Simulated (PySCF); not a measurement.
## Mayer bond orders and bond lengths

Species: C11H9NS.
SMILES with atom numbers: `[cH:1]1[cH:2][cH:3][c:4]([S:5][c:6]2[cH:7][cH:8][n:9][cH:10][cH:11]2)[cH:12][cH:13]1` (hydrogens: H14 on C1; H15 on C2; H16 on C3; H17 on C7; H18 on C8; H19 on C10; H20 on C11; H21 on C12; H22 on C13)

Cartesian coordinates in Å at the PBE0-D3(BJ)/def2-SVP level; atoms count from 1:
```xyz
22
C11H9NS angstrom
C      3.098   -1.147    0.719
C      2.524   -0.041    1.346
C      1.525    0.686    0.703
C      1.093    0.297   -0.569
S     -0.162    1.237   -1.406
C     -1.651    0.511   -0.799
C     -2.862    1.069   -1.229
C     -4.051    0.511   -0.770
N     -4.115   -0.527    0.062
C     -2.960   -1.048    0.464
C     -1.707   -0.579    0.073
C      1.671   -0.808   -1.200
C      2.673   -1.529   -0.553
H      3.884   -1.714    1.225
H      2.859    0.261    2.341
H      1.069    1.555    1.181
H     -2.878    1.924   -1.909
H     -5.007    0.937   -1.097
H     -3.022   -1.903    1.148
H     -0.799   -1.057    0.442
H      1.327   -1.098   -2.195
H      3.124   -2.393   -1.046
```

Bond orders from the PBE0/pcSseg-1 density (PySCF). The structure is a single PBE0-D3(BJ)/def2-SVP conformer in the gas phase; no vibrational or solvent corrections.

Q: How far do the computed orders between heavy atoms stray from the drawn ones?

A: The largest departure is 0.168, at C11–C6 (drawn aromatic, 1.332), counting aromatic bonds as 1.5. The bonds drawn aromatic range from 1.33 to 1.48.

Q: Set the Mayer orders of the bonds between heavy atoms beside their lengths.

A: 
```json
{"bond": "C1–C2", "drawn as": "aromatic", "length (Å)": "1.395", "Mayer order": "1.423"}
{"bond": "C2–C3", "drawn as": "aromatic", "length (Å)": "1.393", "Mayer order": "1.430"}
{"bond": "C3–C4", "drawn as": "aromatic", "length (Å)": "1.398", "Mayer order": "1.356"}
{"bond": "C4–S5", "drawn as": "single", "length (Å)": "1.777", "Mayer order": "1.112"}
{"bond": "S5–C6", "drawn as": "single", "length (Å)": "1.764", "Mayer order": "1.041"}
{"bond": "C6–C7", "drawn as": "aromatic", "length (Å)": "1.401", "Mayer order": "1.347"}
{"bond": "C7–C8", "drawn as": "aromatic", "length (Å)": "1.391", "Mayer order": "1.427"}
{"bond": "C8–N9", "drawn as": "aromatic", "length (Å)": "1.332", "Mayer order": "1.464"}
{"bond": "N9–C10", "drawn as": "aromatic", "length (Å)": "1.330", "Mayer order": "1.482"}
{"bond": "C10–C11", "drawn as": "aromatic", "length (Å)": "1.394", "Mayer order": "1.411"}
{"bond": "C4–C12", "drawn as": "aromatic", "length (Å)": "1.398", "Mayer order": "1.362"}
{"bond": "C12–C13", "drawn as": "aromatic", "length (Å)": "1.394", "Mayer order": "1.426"}
{"bond": "C13–C1", "drawn as": "aromatic", "length (Å)": "1.394", "Mayer order": "1.426"}
{"bond": "C11–C6", "drawn as": "aromatic", "length (Å)": "1.398", "Mayer order": "1.332"}
```

By pair of heavy elements: C–C: lowest C11–C6 (1.332, 1.398 Å), highest C2–C3 and C7–C8 (1.430, 1.393 Å). C–S: lowest S5–C6 (1.041, 1.764 Å), highest C4–S5 (1.112, 1.777 Å); in 1 of the 1 pairs the longer bond (by over 0.003 Å) has the higher order (by 0.02 or more). C–N: all 2 within 0.02 of one another (1.464 to 1.482). Bonds named together lie within 0.004.

Q: And the bonds to hydrogen?

A: C–H: 0.96 to 0.97 (9 bonds).

Q: Sum the orders of all bonds at each heavy atom with more than one neighbour and set the sums beside the valence in the SMILES.

A: C1 3.815 (drawn 4), C2 3.816 (drawn 4), C3 3.753 (drawn 4), C4 3.830 (drawn 4), S5 2.153 (drawn 2), C6 3.720 (drawn 4), C7 3.733 (drawn 4), C8 3.856 (drawn 4), N9 2.946 (drawn 3), C10 3.860 (drawn 4), C11 3.701 (drawn 4), C12 3.756 (drawn 4), C13 3.815 (drawn 4). Orders between atoms that aren't bonded are not in these sums.

For a closed shell the Mayer order of atoms A and B is Σ (PS)μν (PS)νμ over the basis functions μ on A and ν on B, with P the density and S the overlap matrix.
